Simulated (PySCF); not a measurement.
Input of a run (PBE0-D3(BJ)/def2-SVP geometry optimisation, gas phase (PySCF 2.14.0)), started from GFN2-xTB:
```
{"job": {"xc": "PBE0", "basis": "def2-SVP", "d3": "d3bj", "grid": 1, "maxiter": 40, "shake": 0.03, "kind": "geom"}, "charge": 0, "multiplicity": 1}
Ge     0.060510    -0.074770    -0.125740
Ge    -0.015120    -0.030660     2.274750
H      0.737620     1.077300     2.895970
H      0.665950    -1.258370     2.888070
H     -1.361480     0.088600     2.886250
C      1.857240     0.027370    -0.816150
H      1.916290     0.000380    -1.894620
H      2.456660    -0.844430    -0.470180
H      2.390920     0.915250    -0.407500
C     -0.948770     1.615130    -0.769480
H     -0.969220     1.638010    -1.859400
H     -0.434200     2.527100    -0.420360
H     -2.056840     1.668030    -0.485710
C     -0.982070    -1.607120    -0.798410
H     -1.972500    -1.679680    -0.464090
H     -0.431620    -2.476590    -0.461070
H     -0.941890    -1.586150    -1.912080
```

Output (energies in Eh, forces in Eh/bohr):
```
step   0  E = -4274.28185857  max force = 0.046997
step   1  E = -4274.29650252  max force = 0.009724
step   2  E = -4274.29755522  max force = 0.003019
step   3  E = -4274.29773737  max force = 0.000638
step   4  E = -4274.29775754  max force = 0.000406
step   5  E = -4274.29777440  max force = 0.000249
step   6  E = -4274.29777862  max force = 0.000190
optimisation converged
```

Summarise the run.

The energy falls by 41.8 kJ/mol over 7 energy and gradient evaluations, the largest force component goes from 0.0470 to 1.9e-04 Eh/bohr, and the atoms move by 0.067 Å rms after alignment. The bond that changes most is Ge1–C10 (ends: germanium bonded to 3 C and Ge; carbon bonded to Ge and 3 H), which shortens by 0.111 Å. Bonds longer at the end by more than 0.005 Å: 9 of 16; shorter: 6. Among the angles that change most is Ge1–C14–H16, from 104.4° to 110.8°. The energy never rose by more than 1e-6 Eh on the way. The first step brought 92 % of the lowering.

What are the final bond lengths?

Ge1–Ge2 2.429 Å, Ge1–C6 1.959 Å, Ge1–C10 1.960 Å, Ge1–C14 1.960 Å, Ge2–H3 1.544 Å, Ge2–H4 1.544 Å, Ge2–H5 1.544 Å, C6–H7 1.101 Å, C6–H8 1.100 Å, C6–H9 1.100 Å, C10–H11 1.101 Å, C10–H12 1.100 Å, C10–H13 1.100 Å, C14–H15 1.100 Å, C14–H16 1.100 Å, C14–H17 1.101 Å. Numbering counts from 1 in the input's order; the species is `[CH3][Ge]([CH3])([CH3])[GeH3]` (Ge(GeH3)Me3).

The run used 166 basis functions and 39 SCF cycles in all.

Stationary, but not proved a minimum.
